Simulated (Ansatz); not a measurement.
**Ligand exchange: GeH3(CH3) + C2H5I → GeH3I + C3H8**

Species: GeH3(CH3) (methyl germane), singlet; C2H5I `CCI`, singlet; GeH3I `[GeH3][I]`, singlet; C3H8 (propane) `CCC`, singlet. The partners trade CH3 for I: Ge–CH3 and C–I bonds give way to Ge–I and C–CH3.

Shapes, held fixed at every level: PBE0-D4/def2-TZVP. Programs: Ansatz 0.2.0. The zero-point and thermal change to 298 K, harmonic and unscaled (PBE0-D4/def2-TZVP), is +5.1 kJ/mol.

| level | kind | ΔH(298 K) (kJ/mol) | less CCSD(T)/def2-TZVPP |
| --- | --- | --- | --- |
| PBE-D4/def2-TZVPP | GGA | -85.7 | -3.6 |
| r2SCAN-D4/def2-TZVPP | meta-GGA | -89.2 | -7.1 |
| B3LYP-D4/def2-TZVPP | global hybrid | -88.6 | -6.5 |
| r2SCAN0-D4/def2-TZVPP | global hybrid | -94.7 | -12.6 |
| wB97M-V/def2-TZVPP | range-separated hybrid | -90.3 | -8.2 |
| MP2/def2-TZVPP | perturbation theory | -82.9 | -0.8 |
| CCSD(T)/def2-TZVPP | coupled cluster or CI | -82.1 | 0.0 |

The highest level, CCSD(T)/def2-TZVPP, gives ΔH(298 K) = -82.1 kJ/mol; the levels span -94.7 to -82.1. The column of differences is taken from that level and isn't an error. No measured value is set beside it here. For atoms past krypton def2 sets carry core potentials with scalar relativity. Relativity is left out for Ge unless named. Correlated rows may include outer-core shells of Ge, I, which these sets cover unevenly.
